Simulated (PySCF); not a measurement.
CH₅NOSi.
Numbering: `[NH2:1][C:2](=[O:3])[SiH3:4]` (hydrogens: H5, H6 on N1; H7, H8, H9 on Si4)

The same species was optimised twice, with GFN2-xTB and with PBE0-D3(BJ)/def2-SVP (PySCF), and the same property calculations (PySCF, gas phase) were run on both structures.

| coordinate | GFN2-xTB | PBE0-D3(BJ)/def2-SVP | change |
| --- | --- | --- | --- |
| Si4–H8 (Å) | 1.459 | 1.490 | +0.031 |
| Si4–H7 (Å) | 1.469 | 1.499 | +0.030 |
| Si4–H9 (Å) | 1.459 | 1.489 | +0.030 |
| C2–Si4 (Å) | 1.920 | 1.931 | +0.011 |
| N1–H5 (Å) | 1.004 | 1.010 | +0.006 |
| N1–H6 (Å) | 1.010 | 1.015 | +0.005 |
| N1–C2 (Å) | 1.353 | 1.356 | +0.003 |
| C2=O3 (Å) | 1.217 | 1.216 | -0.001 |
| C2–Si4–H7 (°) | 107.9 | 112.5 | +4.6 |
| O3–C2–Si4 (°) | 120.5 | 118.0 | -2.5 |
| N1–C2–O3 (°) | 121.3 | 123.2 | +1.9 |
| H7–Si4–H8 (°) | 110.7 | 109.4 | -1.3 |
| H7–Si4–H9 (°) | 110.7 | 109.5 | -1.2 |
| H8–Si4–H9 (°) | 111.5 | 110.3 | -1.2 |
| C2–N1–H6 (°) | 119.5 | 118.7 | -0.8 |
| N1–C2–Si4 (°) | 118.2 | 118.8 | +0.6 |

Rotational constants: A = 10379, B = 4345, C = 3176 MHz (GFN2-xTB) against A = 10210, B = 4328, C = 3154 MHz (PBE0-D3(BJ)/def2-SVP).

On the GFN2-xTB structure: lowest singlet, TDDFT (eV) 4.78 [PBE0/def2-SVPD]; lowest triplet, Tamm–Dancoff (eV) 4.15 [PBE0/def2-SVPD]; isotropic polarisability (au) 53.4 [PBE0/def2-SVPD]; HOMO (eV) -7.15 [PBE0/def2-SVPD]; LUMO (eV) -0.39 [PBE0/def2-SVPD]; dipole (D) 3.63 [PBE0/def2-SVPD]; HOMO (eV) -7.03 [PBE0/pcSseg-1]; LUMO (eV) -0.13 [PBE0/pcSseg-1]; dipole (D) 3.55 [PBE0/pcSseg-1]; GIAO shielding of N1 (ppm) 130.3 [PBE0/pcSseg-1]; GIAO shielding of C2 (ppm) 7.4 [PBE0/pcSseg-1]; GIAO shielding of O3 (ppm) -175.7 [PBE0/pcSseg-1]; GIAO shielding of Si4 (ppm) 441.6 [PBE0/pcSseg-1]; N1s of N1 (eV) 406.14 [delta-SCF UKS SCAN, pcX-2 on the ionised atom, pcseg-1 elsewhere, spin-free X2C]; C1s of C2 (eV) 293.43 [delta-SCF UKS SCAN, pcX-2 on the ionised atom, pcseg-1 elsewhere, spin-free X2C]; O1s of O3 (eV) 537.00 [delta-SCF UKS SCAN, pcX-2 on the ionised atom, pcseg-1 elsewhere, spin-free X2C]; Si1s of Si4 (eV) 1846.73 [delta-SCF UKS SCAN, pcX-2 on the ionised atom, pcseg-1 elsewhere, spin-free X2C]; Si2p of Si4 (eV) 107.28 [delta-SCF UKS SCAN, pcX-2 on the ionised atom, pcseg-1 elsewhere, spin-free X2C].

Problem. What do these properties become on the PBE0-D3(BJ)/def2-SVP structure?

Solution. 
| property | level | on GFN2-xTB | on PBE0-D3(BJ)/def2-SVP | change |
| --- | --- | --- | --- | --- |
| lowest singlet, TDDFT (eV) | PBE0/def2-SVPD | 4.78 | 4.82 | +0.04 |
| lowest triplet, Tamm–Dancoff (eV) | PBE0/def2-SVPD | 4.15 | 4.18 | +0.03 |
| isotropic polarisability (au) | PBE0/def2-SVPD | 53.4 | 54.7 | +1.3 |
| HOMO (eV) | PBE0/def2-SVPD | -7.15 | -7.23 | -0.08 |
| LUMO (eV) | PBE0/def2-SVPD | -0.39 | -0.44 | -0.05 |
| dipole (D) | PBE0/def2-SVPD | 3.63 | 3.65 | +0.02 |
| energy, GFN2-xTB geometry as zero (kcal/mol) | PBE0/def2-SVPD | 0.0 | -0.8 | -0.8 |
| HOMO (eV) | PBE0/pcSseg-1 | -7.03 | -7.12 | -0.09 |
| LUMO (eV) | PBE0/pcSseg-1 | -0.13 | -0.19 | -0.06 |
| dipole (D) | PBE0/pcSseg-1 | 3.55 | 3.58 | +0.03 |
| energy, GFN2-xTB geometry as zero (kcal/mol) | PBE0/pcSseg-1 | 0.0 | -0.7 | -0.7 |
| GIAO shielding of N1 (ppm) | PBE0/pcSseg-1 | 130.3 | 129.9 | -0.4 |
| GIAO shielding of C2 (ppm) | PBE0/pcSseg-1 | 7.4 | 7.6 | +0.2 |
| GIAO shielding of O3 (ppm) | PBE0/pcSseg-1 | -175.7 | -172.7 | +3.0 |
| GIAO shielding of Si4 (ppm) | PBE0/pcSseg-1 | 441.6 | 440.1 | -1.5 |
| N1s of N1 (eV) | delta-SCF UKS SCAN, pcX-2 on the ionised atom, pcseg-1 elsewhere, spin-free X2C | 406.14 | 406.24 | +0.10 |
| C1s of C2 (eV) | delta-SCF UKS SCAN, pcX-2 on the ionised atom, pcseg-1 elsewhere, spin-free X2C | 293.43 | 293.52 | +0.09 |
| O1s of O3 (eV) | delta-SCF UKS SCAN, pcX-2 on the ionised atom, pcseg-1 elsewhere, spin-free X2C | 537.00 | 537.11 | +0.11 |
| Si1s of Si4 (eV) | delta-SCF UKS SCAN, pcX-2 on the ionised atom, pcseg-1 elsewhere, spin-free X2C | 1846.73 | 1846.79 | +0.06 |
| Si2p of Si4 (eV) | delta-SCF UKS SCAN, pcX-2 on the ionised atom, pcseg-1 elsewhere, spin-free X2C | 107.28 | 107.30 | +0.02 |

The heavy atoms differ by 0.018 Å rms after alignment. Among all bonds Si4–H7, Si4–H8 and Si4–H9 change most and about equally (+0.030 to +0.031 Å). Changes are differences of the printed values. Neither structure is proved a minimum here.

The values belong to the conformer `[NH2:1][C:2](=[O:3])[SiH3:4]`: H–N1–C2–O3 180°, H–N1–C2–O3 0°.
